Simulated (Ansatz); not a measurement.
Correlation energies of CH6AlNSi by basis set

```xyz
10

C    -0.532    1.183   -0.218
N     0.012   -0.115   -0.696
Si    1.156   -0.876    0.460
Al   -0.984   -0.171    1.121
H     0.210    1.975   -0.117
H    -1.358    1.511   -0.851
H    -0.027   -0.300   -1.689
H     2.463   -0.157    0.556
H     1.438   -2.238   -0.073
H    -2.379   -0.811    1.507
```

The species carries charge 0 and has multiplicity 1. Geometry: relaxed with PBE0-D4/def2-TZVP. Frozen core, restricted reference, Ansatz 0.2.0. CBS rows extrapolate triple and quadruple zeta; past MP2 they add the triple-zeta difference.

| basis | HF (Eh) | MP2 corr. |
| --- | --- | --- |
| def2-SVP | -626.38402 | -0.47233 |
| def2-TZVPP | -626.68082 | -0.58549 |
| def2-QZVPP | -626.70123 | -0.62585 |

**Question.** Estimate the CCSD correlation energy and the (T) correction in each basis where they were run (hartree).

**Answer.** 
```json
{"basis": "def2-SVP", "CCSD corr.": "-0.52062", "(T)": "-0.01700"}
{"basis": "def2-TZVPP", "CCSD corr.": "-0.62756", "(T)": "-0.02673"}
{"basis": "CBS(def2)", "CCSD corr.": "-0.69781", "(T)": "as TZ"}
```
